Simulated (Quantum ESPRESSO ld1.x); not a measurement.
Results of a calculation; reference values are marked as such.
Question: The zirconium ion Zr+, 39 electrons, occupied as [Kr] 4d2 5s1 (the NIST ground configuration). Level of theory: scalar-relativistic Kohn-Sham, LDA (Slater exchange, Perdew-Zunger correlation), spin-polarised, spherical densities, point nucleus; open shells are filled with parallel spins first (ld1.x of Quantum ESPRESSO 7.5). Some entries of the table are withheld. Estimate them.

orbital  occ.  eigenvalue (hartree)  <r> (bohr)
1s up       1              -654.352     0.03711
1s down     1              -654.351     0.03711
2s up       1              -90.8997      0.1628
2s down     1              -90.8937      0.1628
2p up       3              -81.1516      0.1418
2p down     3              -81.1469      0.1418
3s up       1              -15.0795      0.4594
3s down     1              -15.0746      0.4594
3p up       3              -11.9046      0.4628
3p down     3              -11.8994      0.4628
3d up       5              -6.67606      0.4529
3d down     5              -6.66922      0.4527
4s up       1              -2.26404       1.214
4s down     1              -2.22823       1.209
4p up       3              -1.45732       1.371
4p down     3              -1.41601       1.362
4d up       2              -0.39441       2.139
5s up       1              -0.39439       3.345
4d down     0              -0.33777       2.124
5s down     0              -0.33417       3.462
5p up       0              -0.25017       4.107
5p down     0              -0.20276       4.439
6s up       0                   (1)       7.694
6s down     0                   (2)       8.263
5d up       0                   (3)       7.103
5d down     0                   (4)       8.101
4f up       0              -0.03865       11.71
4f down     0              -0.03546       14.00

Answer: 
(1) 6s up eigenvalue (hartree): -0.11030
(2) 6s down eigenvalue (hartree): -0.09976
(3) 5d up eigenvalue (hartree): -0.08684
(4) 5d down eigenvalue (hartree): -0.07458
